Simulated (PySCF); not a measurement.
C₅H₃O₃ (doublet state).
Numbering: `[O:1]=[C:2]([OH:3])[c:4]1[cH:5][cH:6][c:7][o:8]1` (hydrogens: H9 on O3; H10 on C5; H11 on C6)

Structure optimised with GFN2-xTB, isolated species. This method treats the open shell by occupation alone, without spin polarisation.

**Question.** Give the optimised bond lengths and angles.

**Answer.** 
```json
{"bond": "O1=C2", "length (Å)": "1.208"}
{"bond": "C2–O3", "length (Å)": "1.336"}
{"bond": "C2–C4", "length (Å)": "1.456"}
{"bond": "C4–C5", "length (Å)": "1.380"}
{"bond": "C5–C6", "length (Å)": "1.413"}
{"bond": "C6–C7", "length (Å)": "1.362"}
{"bond": "C7–O8", "length (Å)": "1.305"}
{"bond": "C4–O8", "length (Å)": "1.363"}
{"bond": "O3–H9", "length (Å)": "0.970"}
{"bond": "C5–H10", "length (Å)": "1.071"}
{"bond": "C6–H11", "length (Å)": "1.068"}
```

A selection of angles:
```json
{"angle": "O1–C2–O3", "degrees": "123.5"}
{"angle": "O1–C2–C4", "degrees": "123.0"}
{"angle": "O3–C2–C4", "degrees": "113.5"}
{"angle": "C2–O3–H9", "degrees": "110.1"}
{"angle": "C2–C4–C5", "degrees": "129.1"}
{"angle": "C2–C4–O8", "degrees": "121.6"}
{"angle": "C5–C4–O8", "degrees": "109.3"}
{"angle": "C4–C5–C6", "degrees": "106.9"}
{"angle": "C4–C5–H10", "degrees": "126.0"}
{"angle": "C6–C5–H10", "degrees": "127.1"}
{"angle": "C5–C6–C7", "degrees": "103.5"}
{"angle": "C5–C6–H11", "degrees": "128.3"}
{"angle": "C7–C6–H11", "degrees": "128.3"}
{"angle": "C6–C7–O8", "degrees": "114.4"}
{"angle": "C4–O8–C7", "degrees": "106.0"}
```

Dihedral angles: O1–C2–C4–C5 0° (synperiplanar); H9–O3–C2–O1 0° (synperiplanar).

The C–C distances run from 1.362 Å (C6–C7, aromatic) to 1.456 Å (C2–C4, drawn single), a spread of 0.094 Å. O8 (oxygen bonded to 2 C) is bent (angle 106.0°). The 4 C–O bonds span 1.208 Å (O1=C2, drawn double) to 1.363 Å (C4–O8, aromatic), a spread of 0.155 Å. C4 (carbon bonded to 2 C and O) is planar (angles 129.1°, 121.6° and 109.3°, sum 360.0°, 0.00 Å off the plane of its three neighbours). O3 (oxygen bonded to C and H) is bent (angle 110.1°). C2 (carbon bonded to C and 2 O) is planar (angles 123.5°, 123.0° and 113.5°, sum 360.0°, 0.00 Å off the plane of its three neighbours). C5 (carbon bonded to 2 C and H) is planar (angles 127.1°, 126.0° and 106.9°, sum 360.0°, 0.00 Å off the plane of its three neighbours).

Point group: Cs (tolerance 0.08 Å). Whether it is a minimum is left open (no frequencies). Torsions: O1–C2–O3–H 0°, O1–C2–C4–C5 0°.

One conformer stands for the species.

These are computed values.
